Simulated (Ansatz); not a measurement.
`C=CN(C)[SiH2]Cl` and `BN(C)C=C` differ in one atom or group.

Ansatz, PBE0-D4/def2-TZVP geometries, multiplicity 1. Each molecule was computed in one conformer, which needn't be the lowest.

| property | `C=CN(C)[SiH2]Cl` |
| --- | --- |
| size of the dipole moment (PBE/def2-TZVPP) / D | 1.36 |
| size of the dipole moment (B3LYP/def2-TZVPP) / D | 1.40 |
| HOMO energy (ωB97M-V/def2-TZVPP) / eV | -8.54 |
| HOMO–LUMO gap (ωB97M-V/def2-TZVPP) / eV | 10.75 |
| HOMO–LUMO gap (PBE0/def2-TZVPP) / eV | 6.76 |
| LUMO energy (PBE0/def2-TZVPP) / eV | 0.39 |

(1) What does the change do to each property? (Estimate.)

Answers

(1) Computed: 
| property | `BN(C)C=C` | shift |
| --- | --- | --- |
| size of the dipole moment (PBE/def2-TZVPP) / D | 1.36 | 0.00 |
| size of the dipole moment (B3LYP/def2-TZVPP) / D | 1.22 | -0.18 |
| HOMO energy (ωB97M-V/def2-TZVPP) / eV | -8.95 | -0.41 |
| HOMO–LUMO gap (ωB97M-V/def2-TZVPP) / eV | 10.27 | -0.48 |
| HOMO–LUMO gap (PBE0/def2-TZVPP) / eV | 6.26 | -0.50 |
| LUMO energy (PBE0/def2-TZVPP) / eV | -0.53 | -0.92 |

With PBE0 the HOMO falls by 0.43 eV and the LUMO falls by 0.92 eV, so the gap narrows by about 0.49 eV. PBE moves the HOMO by -0.49 eV and ωB97M-V by -0.41 eV. The zero-point energy changes by 8.2 kJ/mol with -3 modes. Dipoles are sizes alone; their direction can turn.

B3LYP here is the variant with VWN-RPA as its local correlation; programs differ in this.
